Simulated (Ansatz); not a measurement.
`F[SiH](F)Cl` + HCl → `F[SiH](Cl)Cl` + H–F at 700 K and 1 bar (ligand exchange at the Si–F bond).

Gas-phase electronic energies from Ansatz, PBE0-D4/def2-TZVP geometries. CBS: MP2 limit from def2 TZ/QZ plus the TZ coupled-cluster correction, frozen cores. This one scheme is used for every species.

| species | CCSD(T)/CBS energy (Eh) | H − E (kJ/mol) | S (J/(mol·K)) |
| --- | --- | --- | --- |
| `F[SiH](F)Cl` | -949.23245 | 91.4 | 368.2 |
| HCl | -460.38127 | 38.4 | 211.8 |
| `F[SiH](Cl)Cl` | -1309.19911 | 90.0 | 382.9 |
| H–F | -100.39570 | 45.2 | 198.5 |

H − E and S are ideal-gas, rigid-rotor, harmonic terms from PBE0-D4/def2-TZVP. 1 Eh = 2625.50 kJ/mol, R = 8.31446 J/(mol·K).

**Question.** By hand: ΔE, ΔH, ΔS and ΔG.

**Answer.** ΔE = (-1309.19911) + (-100.39570) − (-949.23245) − (-460.38127) = 0.01891 Eh = 49.6 kJ/mol. Δ(H − E) = 90.0 + 45.2 − 91.4 − 38.4 = 5.4, so ΔH = 55.0 kJ/mol. ΔS = 382.9 + 198.5 − 368.2 − 211.8 = 1.4 J/(mol·K). ΔG = 55.0 − 700 × (1.4)/1000 = 54.0 kJ/mol.

**Question.** By hand: the equilibrium constant, and the temperature at which ΔG would vanish if ΔH and ΔS stayed fixed.

**Answer.** log₁₀ K = −ΔG/(RT ln 10) = -4.0. ΔG = 0 at ΔH/ΔS = 39286 K, far beyond where these terms or the molecules hold.

The number of gas molecules stays the same, so ΔS is small and ΔH decides. A doubt of 5 kJ/mol in ΔE shifts log₁₀ K by 0.4 here. These are equilibria of isolated gas molecules and say nothing of rates. Largest T1 diagnostic: 0.011 (customary marks: 0.02 for closed shells, 0.045 for open ones).
